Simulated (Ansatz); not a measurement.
Computed with Ansatz on PBE0-D4/def2-TZVP structures; ΔE is electronic, products minus reactants. CCSD(T)/CBS is the MP2 limit (def2-TZVPP, def2-QZVPP) plus CCSD(T) − MP2 in def2-TZVPP, frozen cores. DFT in def2-TZVPP. B3LYP here is the variant with VWN-RPA as its local correlation; programs differ in this. def2 core potentials past Kr. For Sn outer-core shells are correlated without core-valence functions, which leaves a few kJ/mol of doubt a bond. One conformer a species, not always the lowest.

`CN[SiH2]NC` + `[OH][SnH3]` → `CN[SiH2]O` + `C[NH][SnH3]`  (redistribution)

| level | ΔE (kJ/mol) |
| --- | --- |
| PBE-D4 | -13.0 |
| B3LYP-D4 | -13.9 |

What does CCSD(T)/CBS give? (Estimate.)

The calculation gave: -17.9 kJ/mol. The listed levels differ from it by 4.9, 4.0 kJ/mol.

Largest T1 diagnostic among the species: 0.014.
